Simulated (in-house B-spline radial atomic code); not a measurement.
How numerical settings move a run on Sn²⁺, [Kr] 4d10 5s2. Computed with an all-electron radial atomic-structure program (B-spline basis): scalar-relativistic (X2C) SCAN, spin-polarised, spherical fractional occupations, Fermi nucleus of rms radius 4.6519 fm.

Command:
```bash
python run_scf.py task.json out
```
Settings of the sound reference run:
```
Z                50
electrons        48
configuration    [Kr] 4d10 5s2
hamiltonian      x2c
method           scan,scan
spin_polarised   True
nucleus          fermi
rms_radius       4.6519
mass_number      120
atomic_mass      119.9022
speed_of_light   137.036
knot_spacing     0.22
spline_order     8
gauss_points     12
box_radius       22.22
max_iterations   70
damping          0.5
damped_steps     3
diis_vectors     10
tolerance        1e-08
start            Thomas-Fermi
```

Time taken, with all properties: 0.4 s on 1 thread of Intel(R) Xeon(R) 6975P-C (shared host).

It converges in 8 iterations to -6176.199399 hartree, with 5s up at -26.4301 eV. The other runs change the listed settings, some to values that make no sense; their results aren't properties of the atom or ion. Radii are in bohr (the nuclear one in fm), a minus after a letter asks for a j subshell, and «unchanged» means within 1e-8 hartree. The run stops when the residual is below 10 × tolerance × max(1, Z/10), or a noise floor if that is larger, and the energy moves by less than 1e-8 × √|E| hartree; so very loose and very tight tolerances often act alike.

| changed settings | outcome |
| --- | --- |
| knot_spacing = 0.75, spline_order = 5, max_iterations = 50, diis_vectors = 1, tolerance = 0.01 | converged in 6 iterations, energy +1.77e+01 hartree from the reference, 5s up level +4.7e-01 eV |
| electrons = 49, configuration = [Kr] 4d10 5s2 2f1, max_iterations = 50 | stopped with error: there is no 2f shell |
| knot_spacing = 2 | converged in 7 iterations, energy +3.35e+02 hartree from the reference, 5s up level +1.8e+00 eV (the program warns: 5s up reaches the box edge; 2s up reaches the box edge) |
| gauss_points = 16 | converged in 9 iterations, energy -3.46e-06 hartree from the reference, 5s up level -1.5e-04 eV |
| gauss_points = 3 | converged in 15 iterations, energy +6.10e+01 hartree from the reference, 5s up level +1.3e+00 eV (the program warns: states collapsed into the nucleus by a negative tau potential were left out of the aufbau) |
| electrons = 51, configuration = [Kr] 4d10 5s2 6s3, max_iterations = 60 | stopped with error: shell 6s holds at most 1 electrons (per spin) |
| knot_spacing = 1.4 | converged in 8 iterations, energy +5.69e+01 hartree from the reference, 5s up level +1.9e+00 eV (the program warns: 5s up reaches the box edge; 2s up reaches the box edge) |
| knot_spacing = 0.75 | converged in 8 iterations, energy +1.05e+01 hartree from the reference, 5s up level +1.2e+00 eV (the program warns: 5s up reaches the box edge; 3s up reaches the box edge) |
| knot_spacing = 0.15 | converged in 11 iterations, energy -2.55e-03 hartree from the reference, 5s up level -1.0e-02 eV |
| knot_spacing = 0.1 | converged in 14 iterations, energy -4.84e-03 hartree from the reference, 5s up level -1.0e-02 eV |
| gauss_points = 4 | converged in 9 iterations, energy -1.01e-03 hartree from the reference, 5s up level -1.8e-03 eV |
| first_knot = 0.06, max_iterations = 75, damping = 0, tolerance = 1e-06 | converged in 6 iterations, energy +5.00e+00 hartree from the reference, 5s up level +2.1e-02 eV |
| knot_spacing = 1 | converged in 8 iterations, energy +5.47e+01 hartree from the reference, 5s up level +1.6e-01 eV (the program warns: 5s up reaches the box edge; 2s up reaches the box edge) |
| spline_order = 7, max_iterations = 50, diis_vectors = 2, start = bare nucleus | converged in 11 iterations, energy +8.46e-05 hartree from the reference, 5s up level -1.0e-02 eV |
| knot_spacing = 0.3 | converged in 8 iterations, energy +2.26e-03 hartree from the reference, 5s up level -2.8e-03 eV |

Problem. What happens with gauss_points = 6?

Solution. Converged in 8 iterations, energy +1.48e-04 hartree from the reference, 5s up level -1.8e-03 eV.

Problem. What happens with gauss_points = 5?

Solution. Converged in 9 iterations, energy +3.26e-04 hartree from the reference, 5s up level +2.8e-03 eV.

Problem. What happens with gauss_points = 8?

Solution. Converged in 9 iterations, energy +4.69e-05 hartree from the reference, 5s up level +2.9e-05 eV.

Problem. What happens with spline_order = 4, max_iterations = 100, damping = 0, diis_vectors = 2, start = bare nucleus?

Solution. Converged in 9 iterations, energy +3.30e-04 hartree from the reference, 5s up level -5.9e-03 eV.
